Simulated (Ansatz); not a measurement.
`N#COBO` from Hartree–Fock to CCSD(T)

```xyz
7

N    -1.579   -1.899    1.423
C    -1.114   -1.253    0.589
O    -0.632   -0.561   -0.378
B     0.360    0.399   -0.166
O     0.754    1.032   -1.276
H     0.777    0.592    0.934
H     1.435    1.690   -1.126
```

Charge 0, multiplicity 1. All single points use the PBE0-D4/def2-TZVP geometry. It is one conformer, not always the lowest. Frozen core, restricted reference, the Gaussian-basis code of Ansatz. CBS rows extrapolate triple and quadruple zeta; past MP2 they add the triple-zeta difference.

```json
{"basis": "def2-SVP", "HF (Eh)": "-267.75358", "MP2 corr.": "-0.72095"}
{"basis": "def2-TZVPP", "HF (Eh)": "-268.07742", "MP2 corr.": "-0.89606"}
{"basis": "def2-QZVPP", "HF (Eh)": "-268.08950", "MP2 corr.": "-0.96296"}
```

Problem. Estimate the CCSD correlation energy and the (T) correction in each basis where they were run (hartree).

Solution. 
| basis | CCSD corr. | (T) |
| --- | --- | --- |
| def2-SVP | -0.73870 | -0.02382 |
| def2-TZVPP | -0.90405 | -0.03945 |
| CBS(def2) | -1.02050 | as TZ |
